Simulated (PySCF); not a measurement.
Computed IR spectrum (relative IR intensity) of a molecule C2H8BN3. Geometry optimised at PBE-D3(BJ)/def2-SVP. Other conformers were not sampled. All values below come from PySCF 2.14.0 with PBE-D3(BJ)/def2-SVP. No scaling factor is applied to the harmonic values.

ν (cm⁻¹): 61 (m), 182 (w), 441 (s), 595 (vw), 661 (w), 1100 (w), 1149 (vw), 1237 (m), 1339 (m), 1398 (m), 1450 (m), 1455 (w), 1473 (w), 1562 (vs), 2877 (m), 2883 (m), 2970 (m), 2974 (m), 3553 (w), 3559 (w), 3659 (w) (against the strongest line: vs over 80 %, s over 45 %, m over 15 %, w over 4 %, vw less)

Q: Pick the molecule that these values belong to.
A. NB1NCCN1
B. C/N=C/B(N)N
C. C/C=N/B(N)N

A: A, NB1NCCN1
